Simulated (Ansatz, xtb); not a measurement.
Species: GeS, net charge 0, singlet state. 
Coordinates optimised at B3LYP-D3(BJ)/def2-TZVP (Ansatz, a first-principles code):
```xyz
2

Ge     0.0000     0.0000    -0.6762
S      0.0000     0.0000     1.3523
```

Harmonic wavenumbers from GFN2-xTB (xtb, at its own minimum), cm⁻¹: 608.

Give the harmonic wavenumbers at B3LYP-D3(BJ)/def2-TZVP (Ansatz, finite differences of forces, unscaled).

575 cm⁻¹. Zero-point energy 0.8 kcal/mol.

From these and the geometry, give the ideal-gas thermochemistry at 298.15 K and 1 atm (rigid rotor, harmonic oscillator).

Point group C∞v, rotational symmetry number 1. Rotational constants 5.522, 5.522 GHz. S(trans) 39.85, S(rot) 15.95, S(vib) 0.50, S(elec, spin only) 0.00, S 56.3 cal/(mol K). H(298) - H(0) 2.18 kcal/mol; G - E(el) -13.8 kcal/mol.
